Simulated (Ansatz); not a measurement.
`CB1N=C1C` → `CB1C=N1` + `[CH2]` (triplet)  (formal loss of a carbene)

Isolated molecules relaxed with PBE0-D4/def2-TZVP in Ansatz; ΔE leaves out vibrations. CBS: MP2 limit from def2 TZ/QZ plus the TZ coupled-cluster correction, frozen cores. This one scheme is used for every species. DFT in def2-TZVPP. HSE06 is defined as in plane-wave codes. Triplets are unrestricted, without spin–orbit coupling.

```csv
level,ΔE (kJ/mol)
HSE06-D4,471.9
B2PLYP,462.6
PBE0,466.9
HF/def2-TZVPP,324.4
```

(1) What does CCSD(T)/CBS give? (An estimate is asked.)

Largest T1 diagnostic among the species: 0.011.

Results:

(1) The calculation gave: +469.2 kJ/mol. The listed levels differ from it by 2.7, -6.6, -2.3, -144.8 kJ/mol.

From PBE to PBE0 (25 % exact exchange), in def2-TZVPP and without D4, ΔE moves by −8.5 kJ/mol. At CCSD(T), def2-SVP lies −17.2 kJ/mol from the extrapolated value and def2-TZVPP −11.3 kJ/mol. The D4 term adds +8.4 kJ/mol with B3LYP and +4.6 kJ/mol with PBE0; it sums over pairs of atoms, weighted by their polarisabilities, and B3LYP, whose exchange is more repulsive, gets the larger term.

B3LYP here is the variant with VWN-RPA as its local correlation; programs differ in this.
